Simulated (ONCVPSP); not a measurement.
# Before and after: ONCV potential for Fe

| Item | Value |
| --- | --- |
| Element | Fe (Z = 26) |
| Generator | ONCVPSP 4.0.1 |
| Type | optimised norm-conserving Vanderbilt (ONCV) |
| Functional | PBE |
| Relativity | scalar-relativistic |
| Frozen core | [Ne] 3s2 |
| Valence charge | 14 |
| Reference configuration | 3p6 3d6 4s2 |
| Partial waves | 4s: rc 2.55 bohr, ncon 4, nbas 7, qcut 2.7 1/bohr, 3 projectors, debl 3.5 Ha; 3p: rc 0.80 bohr, ncon 4, nbas 8, qcut 8.8 1/bohr, 3 projectors, debl 4 Ha; 3d: rc 1.05 bohr, ncon 4, nbas 9, qcut 14.4 1/bohr, 2 projectors, debl 3.3 Ha; f scattering state at 0.06 Ha: rc 2.20 bohr, ncon 3, nbas 6, qcut 5.8 1/bohr, 2 projectors, debl 1.6 Ha |
| Local potential | polynomial inside 0.50 bohr (lpopt 5, dvloc0 0 Ha) |
| Core correction | Teter function, fcfact 5.25, rcfact 1.1 |

Change: s: rc 3.44.

Cutoffs: the cutoffs (Ha) at which the residual kinetic energy of the hardest occupied pseudo-wave falls to 1 and 0.1 mHa per electron; they do not see the model core or the augmentation charge, which bear on the density cutoff. Errors are all-electron minus pseudo energies relative to the spin-unpolarised reference configuration.

Problem. Predict the effect on cutoff, ghosts and configuration errors.

Solution. The potential gets neither clearly harder nor softer (97 Ha and 297 Ha → 97 Ha and 297 Ha); both files keep a bound ghost (f, p, s); of the 4 tests that both files solve, the error grows in 3 and shrinks in 1 by more than 15 % and 0.3 meV (median size 30.2 → 97.4 meV).

| quantity | base | changed |
| --- | --- | --- |
| cutoff, loose | 97 Ha | 97 Ha |
| cutoff, tight | 297 Ha | 297 Ha |
| loose cutoff by channel | s 4.0 Ha, p 97 Ha, d 80 Ha | s 2.4 Ha, p 97 Ha, d 80 Ha |
| bound ghosts | s, p, f | s, p, f |
| GHOST(+) flags under 300 eV | s at 287.7 eV | s at 80.8 eV, s at 187.0 eV |
| error for 3p6 3d6 4s1, meV [ΔE 8.73 eV] | -5.9 | -73 |
| error for 3p6 3d6 4s0, meV [ΔE 24.93 eV] | -29 | -122 |
| error for 3p6 3d5 4s0, meV [ΔE 59.16 eV] | +59 | -332 |
| error for 3p6 3d7 4s1, meV [ΔE -0.79 eV] | -32 | +16 |
| p: phases at 0.81 bohr within 0.05 rad from the reference energy up to (Ha; the scan ends near 5) | to the end of the scan | to the end of the scan |
| d: phases at 1.07 bohr within 0.05 rad from the reference energy up to (Ha; the scan ends near 5) | to the end of the scan | to the end of the scan |
| f: phases at 2.24 bohr within 0.05 rad from the reference energy up to (Ha; the scan ends near 5) | 4.0 | 4.0 |
| rms error of d²Exc/dni dnj with the model core, mHa | 3.76 | 3.75 |

 A true bound ghost makes a file unfit for plane-wave use even where its test errors are small: the radial tests pick states by their node count and pass the ghost by.
